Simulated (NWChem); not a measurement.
Species: C2H6AlBr; SMILES [Br][Al]([CH3])[CH3]

Computed with NWChem. Pople sets run with spherical d functions. Geometry: optimised at PBE0/def2-SVP. Level M06-L/6-31G*: energy and gradient on several grids; changes count from the extra-fine grid, which is no exact limit either.

```tsv
grid	size of the energy change (μHa)	largest change of a gradient component (μHa/bohr)
xcoarse	10000	3000
coarse	500	400
medium	40	200
fine	< 10	60
xfine	< 10	< 30
```
